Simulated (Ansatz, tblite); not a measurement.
Isomers of SnGe₅ (singlet), found by a short tight-binding search and relaxed with r2SCAN-D4/def2-SVP in Ansatz.

In the def2 sets Sn takes a core potential; there is no spin–orbit coupling. The xTB rows come from tblite. Correlated methods freeze 49 core orbitals; core or outer-core shells of Ge, Sn are correlated, in sets that lack core-valence functions.

Run but left out: HF/def2-TZVP (A: restricted singlet, unstable towards broken spin symmetry).

A: The restricted singlet is unstable towards broken spin symmetry in Hartree–Fock (as tested in another run); at r2SCAN-D4/def2-TZVP, B97M-V/def2-TZVP, PBE0-D4/def2-TZVP this wasn't settled. At MP2/def2-TZVP the restricted singlet (for correlated methods, its reference) is unstable: a solution with broken spin symmetry lies lower. B: The restricted singlet is unstable towards broken spin symmetry in Hartree–Fock (as tested in another run); at PBE-D4/def2-TZVP, r2SCAN-D4/def2-TZVP, B97M-V/def2-TZVP, PBE0-D4/def2-TZVP this wasn't settled. At MP2/def2-TZVP the restricted singlet (for correlated methods, its reference) is unstable: a solution with broken spin symmetry lies lower.

Other spin states weren't relaxed.

A:

Cartesian coordinates in Å:
```
Ge 0.038 1.183 0.858
Ge 0.025 -1.119 -0.941
Ge -1.048 -1.065 1.370
Ge -1.864 0.556 -0.697
Ge 1.657 -0.767 0.968
Sn 1.192 1.212 -1.558
```

B:

Cartesian coordinates in Å:
```
Ge 1.512 0.236 1.311
Ge -0.539 -1.558 1.310
Ge -1.742 -0.155 -1.363
Ge 0.873 1.689 -0.894
Ge -0.883 0.849 0.692
Sn 0.778 -1.061 -1.056
```

Task: Estimate which lies lowest at each level, and how far above it the others are (kJ/mol).

Result: 
```json
{"level": "GFN1-xTB", "A": "0.0", "B": "0.3"}
{"level": "GFN2-xTB", "A": "0.0", "B": "21.0"}
{"level": "PBE-D4/def2-TZVP", "A": "0.0", "B": "45.1"}
{"level": "r2SCAN-D4/def2-TZVP", "A": "0.0", "B": "51.1"}
{"level": "B97M-V/def2-TZVP", "A": "0.0", "B": "55.4"}
{"level": "PBE0-D4/def2-TZVP", "A": "0.0", "B": "49.3"}
{"level": "MP2/def2-TZVP", "A": "0.0", "B": "55.3"}
```
Point groups (tolerance 0.1 Å): A C2v, B Cs. Lower isomers may exist.
